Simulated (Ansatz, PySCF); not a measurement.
Noncovalent pair: CH4O (SMILES CO) (first 6 atoms) with CH2F2 (SMILES FCF); geometry from B3LYP-D3(BJ)/def2-TZVP, rigid monomers moved along the line of their centres of mass till O2···H11 is 2.05 Å.
(charge 0, multiplicity 1):
```json
[
 {"atom": "C", "x (Å)": "0.3873", "y (Å)": "-0.5809", "z (Å)": "0.4249"},
 {"atom": "O", "x (Å)": "0.2626", "y (Å)": "0.7548", "z (Å)": "0.9094"},
 {"atom": "H", "x (Å)": "-0.2698", "y (Å)": "-0.7641", "z (Å)": "-0.4311"},
 {"atom": "H", "x (Å)": "0.0922", "y (Å)": "-1.2381", "z (Å)": "1.2403"},
 {"atom": "H", "x (Å)": "1.4182", "y (Å)": "-0.8170", "z (Å)": "0.1429"},
 {"atom": "H", "x (Å)": "0.5396", "y (Å)": "1.3643", "z (Å)": "0.2184"},
 {"atom": "F", "x (Å)": "-0.0256", "y (Å)": "-1.0595", "z (Å)": "3.6440"},
 {"atom": "C", "x (Å)": "0.2353", "y (Å)": "0.2590", "z (Å)": "3.9063"},
 {"atom": "F", "x (Å)": "1.3761", "y (Å)": "0.3248", "z (Å)": "4.6536"},
 {"atom": "H", "x (Å)": "-0.5897", "y (Å)": "0.6578", "z (Å)": "4.4990"},
 {"atom": "H", "x (Å)": "0.3935", "y (Å)": "0.7732", "z (Å)": "2.9596"}
]
```

Monomers are frozen at their geometry in the pair; levels with a basis set take the counterpoise correction. Rows marked so take none.

Rows in 3-21G, 6-31G*, STO-3G carry no dispersion term and start afresh at each structure (6-31G* with six Cartesian d functions).

Programs: Ansatz (an electronic-structure program); PySCF for 3-21G rows, 6-31G* rows, STO-3G rows, the dispersion terms. Each number belongs to the level named beside it.

Problem. One of these levels gives -2.26 kcal/mol for the interaction energy. Which?
A. B3LYP/3-21G (no counterpoise)
B. HF/STO-3G (no counterpoise)
C. BP86/6-31G* (no counterpoise)
D. r2SCAN-D4/def2-TZVPPD

Solution. D, r2SCAN-D4/def2-TZVPPD. The others give -1.51 (HF/STO-3G (no counterpoise)), -2.83 (BP86/6-31G* (no counterpoise)), -10.17 (B3LYP/3-21G (no counterpoise))
